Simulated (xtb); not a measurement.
C2H6Se, charge +1, doublet, at a GFN2-xTB geometry (a state made from the parent by changing its charge; the spin is typed, not shown lowest); GFN2-xTB run with xtb.

xtb was given this input:
```
$ xtb mol.xyz --gfn 2 --chrg 1 --uhf 1 --etemp 10000 --json

# file mol.xyz
9

C      1.43646973    -0.33192309     0.77233591
Se     0.01776368     0.16430934    -0.42584659
C     -1.49741081    -0.23176581     0.68859745
H      1.39335021    -1.40350688     0.97191605
H      2.39274490    -0.08971693     0.31358720
H      1.33371012     0.20249750     1.71688143
H     -1.44849712    -1.26424698     1.03489391
H     -2.41075515    -0.07687321     0.11817061
H     -1.49887155     0.42746234     1.55773464
```

The log (banner, timings and long lists left out):

```
   ID    Z sym.   atoms
    1    6 C      1, 3
    2   34 Se     2
    3    1 H      4-9

           -------------------------------------------------
          |                Calculation Setup                |
           -------------------------------------------------

           -------------------------------------------------
          |                 G F N 2 - x T B                 |
           -------------------------------------------------

          ...................................................
          :                      SETUP                      :
          :.................................................:
          :  # basis functions                  24          :
          :  # atomic orbitals                  23          :
          :  # shells                           13          :
          :  # electrons                        19          :
          :  max. iterations                   250          :
          :  Hamiltonian                  GFN2-xTB          :
          :  restarted?                      false          :
          :  GBSA solvation                  false          :
          :  PC potential                    false          :
          :  electronic temp.        10000.0000000     K    :
          :  accuracy                    1.0000000          :
          :  -> integral cutoff          0.2500000E+02      :
          :  -> integral neglect         0.1000000E-07      :
          :  -> SCF convergence          0.1000000E-05 Eh   :
          :  -> wf. convergence          0.1000000E-03 e    :
          :  Broyden damping             0.4000000          :
          :  net charge                          1          :
          :  unpaired electrons                  1          :
          ...................................................

 iter      E             dE          RMSdq      gap      omega  full diag
   1    -10.1619772 -0.101620E+02  0.317E+00    4.82       0.0  T
   2    -10.1721147 -0.101374E-01  0.172E+00    5.03       1.0  T
   3    -10.1730765 -0.961781E-03  0.723E-01    5.01       1.0  T
   4    -10.1731735 -0.970750E-04  0.242E-01    5.04       1.0  T
   5    -10.1732319 -0.583966E-04  0.679E-02    5.01       1.0  T
   6    -10.1732307  0.121777E-05  0.424E-02    5.02       1.0  T
   7    -10.1732372 -0.644429E-05  0.131E-02    5.02       2.5  T
   8    -10.1732376 -0.458165E-06  0.123E-03    5.01      27.1  T
   9    -10.1732376  0.297497E-09  0.695E-04    5.01      48.0  T
[...]
         :: total energy             -10.059472666383 Eh    ::
[...]
     2  34 Se       1.944     0.381   223.390    26.044
     3   6 C        3.745    -0.134    23.152     6.864
     4   1 H        0.925     0.145     1.423     1.865
     5   1 H        0.925     0.153     1.371     1.831
     6   1 H        0.925     0.145     1.425     1.867
     7   1 H        0.925     0.145     1.425     1.867
     8   1 H        0.925     0.153     1.371     1.831
     9   1 H        0.925     0.145     1.423     1.865

 Mol. C6AA /au·bohr⁶  :        997.118102
 Mol. C8AA /au·bohr⁸  :      40760.124341
 Mol. α(0) /au        :         50.897920

Wiberg/Mayer (AO) data.
largest (>0.10) Wiberg bond orders for each atom

 ---------------------------------------------------------------------------
     #   Z sym  total        # sym  WBO       # sym  WBO       # sym  WBO
 ---------------------------------------------------------------------------
     1   6 C    3.748 --     2 Se   0.980     5 H    0.918     6 H    0.915
                             4 H    0.914
     2  34 Se   2.083 --     3 C    0.980     1 C    0.980
     3   6 C    3.748 --     2 Se   0.980     8 H    0.918     7 H    0.915
                             9 H    0.914
     4   1 H    0.939 --     1 C    0.914
     5   1 H    0.941 --     1 C    0.918
     6   1 H    0.940 --     1 C    0.915
     7   1 H    0.940 --     3 C    0.915
     8   1 H    0.941 --     3 C    0.918
     9   1 H    0.939 --     3 C    0.914
 ---------------------------------------------------------------------------

Topologies differ in total number of bonds
Writing topology from bond orders to xtbtopo.mol

molecular dipole:
                 x           y           z       tot (Debye)
 q only:       -0.037      -0.346       0.898
   full:       -0.046      -0.421       1.092       2.977
molecular quadrupole (traceless):
                xx          xy          yy          xz          yz          zz
 q only:        5.645      -0.315      -4.094       0.160      -1.165      -1.551
  q+dip:        5.525      -0.315      -3.648       0.174      -0.815      -1.877
   full:        5.855      -0.332      -3.871       0.185      -0.869      -1.983

           -------------------------------------------------
          | TOTAL ENERGY              -10.059472666383 Eh   |
          | GRADIENT NORM               0.028188614046 Eh/α |
          | HOMO-LUMO GAP               5.014442390643 eV   |
           -------------------------------------------------

normal termination of xtb
```
